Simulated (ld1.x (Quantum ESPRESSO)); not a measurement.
**Before and after: RRKJ potential for technetium (Tc)**

| Quantity | Value |
| --- | --- |
| Element | Tc |
| Generator | ld1.x (Quantum ESPRESSO) 7.5 |
| Type | norm-conserving RRKJ (Kleinman–Bylander form) |
| Functional | PBEsol |
| Relativity | scalar-relativistic |
| Frozen core | [Ar] 3d10 |
| Valence charge | 15 |
| Reference configuration | 4s2 4p6 4d5 5s1.5 5p0.5 |
| Partial waves | 4s (bound): rc 0.95 bohr; 4p (bound): rc 1.55 bohr; 4d (bound): rc 1.45 bohr |
| Local potential | all-electron potential smoothed inside 1.50 bohr (lloc = -1) |
| Core correction | none |
| rho0 | 0.005 |

Occupied shells without a wave of their own: 5p, 5s. They enter only through the test configuration that unscreens the potential.

Change: all radii scaled by about 0.93 (s 0.88, p 1.44, d 1.34 bohr); local potential all-electron potential smoothed inside 1.40 bohr (lloc = -1).

Cutoffs: the cutoffs (Ry, on a coarse ladder) from which the occupation-weighted sum of valence levels, in a spherical-Bessel basis at the reference potential, stays within 10 and 1 mRy of its value at 400 Ry; they do not see the model core or the augmentation charge, which bear on the density cutoff. Errors are all-electron minus pseudo energies relative to the spin-unpolarised reference configuration.

Question: What does the change do?

Answer: The potential gets harder (110 Ry and 180 Ry → 180 Ry and 230 Ry); of the 7 tests that both files solve, the error grows in 7 and shrinks in 0 by more than 15 % and 0.3 meV (median size 30.7 → 62.2 meV); neither file shows a bound ghost. A smaller radius makes the pseudo-wave follow the all-electron one further in, where it bends more sharply, so more plane waves are needed. That the errors move this way runs against the usual rule that smaller radii transfer better.

| quantity | base | changed |
| --- | --- | --- |
| cutoff, loose | 110 Ry | 180 Ry |
| cutoff, tight | 180 Ry | 230 Ry |
| loose cutoff by channel (10 mRy a level) | s 80 Ry, p 40 Ry, d 40 Ry | s 160 Ry, p 55 Ry, d 40 Ry |
| bound ghosts | none | none |
| largest miss of a reference level, eV | 0.03 | 0.07 |
| error for 4s2 4p6 4d5 5s2 5p0, meV [ΔE -1.88 eV] | -19 | +30 |
| error for 4s2 4p6 4d5 5s1 5p0, meV [ΔE 6.32 eV] | +14 | -57 |
| error for 4s2 4p6 4d5 5s0 5p0, meV [ΔE 21.16 eV] | +66 | -192 |
| error for 4s2 4p6 4d4 5s2 5p1, meV [ΔE 4.74 eV] | -15 | +62 |
| error for 4s2 4p6 4d4 5s2 5p0, meV [ΔE 9.78 eV] | -31 | +44 |
| error for 4s2 4p6 4d5 5s0 5p2, meV [ΔE 5.91 eV] | +67 | -98 |
| error for 4s2 4p6 4d5 5s0 5p1, meV [ΔE 10.95 eV] | +70 | -133 |
